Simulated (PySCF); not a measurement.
**Arsenic: a sound run and one with changed settings**

Sound run: As [Ar] 3d10 4s2 4p3, As⁺ [Ar] 3d10 4s2 4p2. All numbers are calculated (PySCF 2.14, scalar relativity by spin-free X2C-1e, in aug-cc-pVDZ-DK (6s5p3d, 36 functions)). The sound run starts from symmetry-adapted Hartree-Fock orbitals and uses a fine grid where one is needed.

Changed run: radial step 0.5 in ln r (0.13 in the sound run). This setting is unsound on purpose.

```csv
species,method,sound run (hartree),changed run (hartree),converged
As,UHF,-2258.91786,-2258.91786,yes
As,M06-2X,-2260.70870,-2260.78621,yes
As,TPSS,-2260.56401,-2260.66324,yes
As⁺,UHF,-2258.57112,-2258.57112,yes
As⁺,M06-2X,-2260.34755,-2260.41048,yes
As⁺,TPSS,-2260.19949,-2260.29503,yes
```

Ionisation energy of As:

```csv
method,sound run (eV),changed run (eV)
UHF,9.435,9.435
M06-2X,9.827,10.224
TPSS,9.919,10.019
```

A coarse radial grid mis-integrates the density and the exchange-correlation energy, with errors of either sign; Hartree-Fock needs no grid.

For comparison, NIST gives 9.789 eV between the lowest levels.
